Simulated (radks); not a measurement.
Results of a calculation; reference values are marked as such.
Initial-state core-level shifts of the tin ion Sn+ when its valence configuration changes from [Kr] 4d10 5s2 5p1. Code: a radial shooting solver on a logarithmic mesh with Libxc functionals. Model: scalar-relativistic Kohn-Sham, PBE, spin-unpolarised, spherical densities, point nucleus. Shifts are changes of the shell-averaged eigenvalues in eV (positive: less bound).

valence	2s	2p	3d	4s
4d10 5s1 5p2	-1.524	-1.522	-1.542	-1.549
4d9 5s2 5p2	-8.550	-8.527	-8.327	-7.282
4d8 5s2 5p3	-17.368	-17.320	-16.852	-14.524
4d9.5 5s2 5p1.5	-4.243	-4.232	-4.139	-3.647
4d10 5p3	-2.979	-2.973	-3.016	-3.030
4d8 5s1 5p4	-18.711	-18.658	-18.212	-15.862
4d8 5p5	-20.011	-19.953	-19.530	-17.158
4d7 5s1 5p5	-27.745	-27.665	-26.883	-22.998
4d9 5s1 5p3	-9.972	-9.945	-9.765	-8.713
